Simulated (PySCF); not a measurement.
Co(Cp)(CO)2, C7H5CoO2, singlet at its GFN2-xTB optimised geometry (Å):

```
15

Co    -0.7911    -0.2210     0.0000
C      0.0666     1.6862     0.0000
C      0.0809     1.2032    -1.3199
C      0.7959    -0.0229    -1.3046
C      1.3416    -0.2210     0.0000
C      0.8664     0.8146     0.8121
H     -0.3131     2.6449     0.3192
H     -0.2996     1.7066    -2.1937
H      1.0755    -0.5895    -2.1806
H      2.0661    -0.9719     0.2706
H      1.1635     1.0182     1.8290
O     -1.9428    -2.6449    -1.0625
C     -1.4792    -1.6843    -0.6449
O     -2.9118     0.0863     1.9337
C     -2.0661    -0.0285     1.1698
```

Calculation: PBE0/def2-TZVP in PySCF. Cells within 0.4 Å of a nucleus heavier than hydrogen are left out (blank, or x).

Map of the deformation density (molecule minus spherical neutral atoms) (e/bohr³) on the plane z = 1.2 Å:

```
|222222222222222222222222222|
|222222222222222222222222222|
|222222222222222222222222222|
|222222222222222222222222222|
|222222222222222222222222222|
|222222222222122222222222222|
|222222222222111222222222222|
|222222222222111122222222222|
|222222222222111111222222222|
|222222222222111222122222222|
|222222211222211683122222222|
|222222210222221993122222222|
|222222420332221121112222222|
|2222238xx843222111112222222|
|22222230x643222211112222222|
|222222101333222211112222222|
|222222112222222222112222222|
|222222222222222222222222222|
|222222222222222222222222222|
|222222222222222222222222222|
|222222222222222222222222222|
|222222222222222222222222222|
|222222222222222222222222222|
|222222222222222222222222222|
|222222222222222222222222222|
|222222222222222222222222222|
|222222222222222222222222222|
```
Scale: ten equal steps from -0.020 (start of '0') to 0.060 (end of '9'), in the order '0123456789'; x runs from -5.00 to 5.00, y from -5.00 (bottom) to 5.00 (top).
